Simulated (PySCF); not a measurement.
**31P chemical shifts**

Computed data (PySCF): NMR shieldings at PBE0/pcSseg-1/GIAO, GFN2-xTB structure. Relativity neglected, averaged over atoms made equivalent by symmetry, fast rotation or ring inversion, gas phase, one conformer.

Shieldings were converted by a linear fit to measured shifts: 31P: δ = 270.09 − 0.828σ (rms 18.1 ppm, 64 shifts vs H3PO4, solution or neat liquid). A few per cent of atoms miss by over 2 rms, more outside the fitted compound classes.

(1) Give the 31P shifts of `C[Si@@H](P)[Si@H]([SiH3])C[SiH3]`.

(2) Order these by 31P shift, lowest first.
A. Cc1occ(Cl)p1
B. C[SiH2][Si@@]([SiH3])(P)C[SiH3]
C. CCP1(=NC)C=C1
D. CC(C)(C)NC#P
E. FC1=CP1

Answers

(1) 
```json
{"compound": "C[Si@@H](P)[Si@H]([SiH3])C[SiH3]", "environment": "phosphorus bonded to Si, 2 H", "δ (ppm)": "-229.8"}
```

(2) B (-234.2 ppm, phosphorus bonded to Si, 2 H), E (-133.2 ppm, phosphorus bonded to 2 C, H, in a 3-membered ring), C (-91.6 ppm, phosphorus bonded to 3 C, N, in a 3-membered ring), D (-58.5 ppm, phosphorus bonded to C), A (107.4 ppm, phosphorus bonded to 2 C, in a 5-membered ring).
